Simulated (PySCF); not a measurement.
## Two-component Hartree-Fock for Sr¹⁷⁺ (strontium, charge +17)

Start: [Ar] 3d3; 3d3/2 filled at m_j = -1/2, +1/2, +3/2. Calculated with PySCF 2.14 in an uncontracted even-tempered set (17 s from 1.7 bohr⁻², ratio 2.8; 12 p from 2.2 bohr⁻², ratio 2.8; 8 d from 2.2 bohr⁻², ratio 2.8; 4 f from 7.4 bohr⁻², ratio 3): generalised Hartree-Fock with the X2C-1e Hamiltonian and a Gaussian nucleus; one run each with spin-orbit coupling (SO) switched off, then screened by Boettger's factors.

| spinor shell | electrons | ε, spin-free (eV) | ε, screened SO (eV) | weight of nominal j (screened SO) | rms radius, screened SO (bohr) |
| --- | --- | --- | --- | --- | --- |
| 1s1/2 | 2 | -16781.9 | -16781.1 | 1.000 | 0.0451 |
| 2s1/2 | 2 | -2840.7 | -2840.4 | 1.000 | 0.186 |
| 2p1/2 | 2 | -2584.4 | -2634.2 | 0.994 | 0.163 |
| 2p3/2 | 4 | -2584.4 | -2560.4 | 0.997 | 0.166 |
| 3s1/2 | 2 | -871.75 | -871.64 | 1.000 | 0.485 |
| 3p1/2 | 2 | -782.52 | -799.80 | 0.814 | 0.478 |
| 3p3/2 | 4 | -782.52 | -774.04 | 0.907 | 0.487 |
| 3d3/2 | 3 | -669.00 | -669.43 | 0.718 | 0.447 |

| quantity | spin-free | screened SO |
| --- | --- | --- |
| E (hartree) | -3028.20341 | -3028.52459 |
| M_J | 3/2 | 3/2 |
| ⟨J²⟩ | 6.752 | 5.887 |
| ⟨L²⟩ | 12.001 | 11.767 |
| ⟨S²⟩ | 3.750 | 3.626 |

The determinant has a definite M_J but mixes levels of different J.

Each row is a mean over spinors that exchange with the open shell spreads, by up to 13.720 eV (3s1/2).

Rows whose weight is well below 1 are mixtures of j = l ± 1/2: exchange outweighs spin-orbit coupling there, and the label is only the starting occupation.

Breit and QED terms are absent; they matter most for the inner s and p1/2 levels.

Densities and radii are taken from the X2C orbitals without a picture-change correction, which distorts them close to the nucleus.

Without spin-orbit coupling the j labels of p, d and f shells carry no meaning; the spin-free column gives the mean over the occupied spinors of each nl shell, and its ⟨J²⟩ belongs to a mixture of degenerate components.
